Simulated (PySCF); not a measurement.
Compound: C4H4FNO2.
Bonds: F1–C2, C2–O3, O3–C4, C4–C5 (aromatic), C5–O6 (aromatic), O6–C7 (aromatic), C7–N8 (aromatic), C4–N8 (aromatic). Hydrogens: H9, H10 on C2; H11 on C5; H12 on C7.

A PySCF run (density fitting, gas phase, GFN2-xTB geometry) gave HOMO -6.92 eV, LUMO -0.44 eV, dipole 1.67 D and E = -459.486 Eh.

**Question.** Which of these levels was it?
A. PW91/pcSseg-1
B. LC-wPBE/pcSseg-1
C. BLYP/3-21G
D. PBE0/6-311+G(2d,p)
E. PBE0/pcSseg-1

**Answer.** D. It is PBE0/6-311+G(2d,p). All candidates on this geometry:

| level and settings | kind | basis functions | SCF cycles | E (Eh) | HOMO (eV) | LUMO (eV) | dipole (D) |
| --- | --- | --- | --- | --- | --- | --- | --- |
| PW91/pcSseg-1, grid level 4 | GGA | 156 | 16 | -459.6614 | -5.88 | -1.35 | 1.56 |
| BLYP/3-21G, grid level 3, energy threshold 1e-07 Eh | GGA | 80 | 10 | -457.1666 | -5.35 | -0.66 | 1.33 |
| PBE0/6-311+G(2d,p) | global hybrid | 240 | 14 | -459.4861 | -6.92 | -0.44 | 1.67 |
| PBE0/pcSseg-1 | global hybrid | 156 | 14 | -459.3011 | -6.96 | -0.31 | 1.67 |
| LC-wPBE/pcSseg-1, energy threshold 1e-08 Eh | range-separated hybrid | 156 | 11 | -459.5134 | -9.60 | 2.02 | 1.75 |

The nearest other candidate, by the summed differences of HOMO and LUMO, is PBE0/pcSseg-1: its HOMO differs by -0.04 eV and its LUMO by +0.13 eV. Cycle counts include a coarse-grid stage where the run had one. All basis functions are spherical, in the Pople sets too.

Conformer computed: `[F:1][CH2:2][O:3][c:4]1[cH:5][o:6][cH:7][n:8]1`: F1–C2–O3–C4 -81°, C2–O3–C4–C5 166°.
